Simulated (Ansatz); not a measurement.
Cost and result for the atomization energy of CH$_{6}$BNSSi (11 atoms, 11 bonds).

```
atom   x (Å)   y (Å)   z (Å)
  B1   0.603  -1.257   0.252
  C2   0.339   0.245  -0.175
  N3   0.716   0.795  -1.293
 Si4  -1.149   0.574   0.908
  S5  -1.427  -1.407   0.280
  H6   1.102  -1.963  -0.591
  H7   1.019  -1.385   1.376
  H8   0.356   1.678  -1.622
  H9   1.338   0.294  -1.915
 H10  -2.121   1.608   0.456
 H11  -0.776   0.819   2.323
```

Charge 0, multiplicity 1. The bonds changed during the relaxation, so this is another structure than the one it started from. Geometry: relaxed with PBE0-D4/def2-TZVP. It is one conformer, not always the lowest. Program: Ansatz. All runs use 4 threads of an Intel Xeon on a shared host. Times are those of one run each, without the atoms' runs, and a repeat can differ threefold. Electronic energies, without spin–orbit coupling; frozen cores. CCSD(T)/CBS adds CCSD(T) − MP2 in def2-TZVPP to the MP2 limit, and its time is that of the two runs behind it. T1 = 0.017. B3LYP takes the VWN-RPA correlation (the form of Gaussian; ORCA's B3LYP/G).

CCSD(T)/CBS is a level of theory with its own doubt, some kJ/mol a heavy atom from the limit and from the frozen cores, so smaller differences don't rank the functionals.

```json
{"level": "PBE-D4/def2-TZVPP (with forces)", "functions": "261", "wall time": "2.4 s", "atomization (kJ/mol)": "3969.7", "difference from CCSD(T)/CBS": "119.2", "per bond": "10.8"}
{"level": "PBE0-D4/def2-TZVPP", "functions": "261", "wall time": "2.5 s", "atomization (kJ/mol)": "3897.0", "difference from CCSD(T)/CBS": "46.5", "per bond": "4.2"}
{"level": "r2SCAN-D4/def2-TZVPP (with forces)", "functions": "261", "wall time": "3.8 s", "atomization (kJ/mol)": "3896.4", "difference from CCSD(T)/CBS": "45.9", "per bond": "4.2"}
{"level": "B3LYP-D4/def2-TZVPP (with forces)", "functions": "261", "wall time": "4 s", "atomization (kJ/mol)": "3877.0", "difference from CCSD(T)/CBS": "26.5", "per bond": "2.4"}
{"level": "B2PLYP/def2-TZVPP", "functions": "261", "wall time": "4.8 s", "atomization (kJ/mol)": "3817.9", "difference from CCSD(T)/CBS": "-32.6", "per bond": "-3.0"}
{"level": "ωB97X-V/def2-TZVPP", "functions": "261", "wall time": "6.5 s", "atomization (kJ/mol)": "3888.9", "difference from CCSD(T)/CBS": "38.4", "per bond": "3.5"}
{"level": "ωB97M-V/def2-TZVPP (with forces)", "functions": "261", "wall time": "9.5 s", "atomization (kJ/mol)": "3892.2", "difference from CCSD(T)/CBS": "41.7", "per bond": "3.8"}
{"level": "MP2/def2-QZVPP", "functions": "491", "wall time": "18 s", "atomization (kJ/mol)": "3862.0", "difference from CCSD(T)/CBS": "11.5", "per bond": "1.0"}
{"level": "CCSD(T)/def2-TZVPP", "functions": "261", "wall time": "71 s", "atomization (kJ/mol)": "3737.0", "difference from CCSD(T)/CBS": "-113.5", "per bond": "-10.3"}
{"level": "CCSD(T)/CBS(def2)", "functions": "–", "wall time": "89 s", "atomization (kJ/mol)": "3850.5", "difference from CCSD(T)/CBS": "0.0", "per bond": "0.0"}
```

In def2-TZVPP, CCSD(T) changes the Hartree–Fock value by +986.9 kJ/mol (the triples alone add +71.4 kJ/mol) and MP2 by +1045.0 kJ/mol; breaking electron pairs costs correlation energy, which Hartree–Fock lacks. From PBE to PBE0 (25 % exact exchange), in def2-TZVPP and without D4, the atomization energy moves by −68.2 kJ/mol: exact exchange takes away binding that semilocal exchange gives to molecules. The D4 term adds +47.5 kJ/mol with B3LYP and +24.7 kJ/mol with PBE0; it sums over pairs of atoms, weighted by their polarisabilities, and B3LYP, whose exchange is more repulsive, gets the larger term.
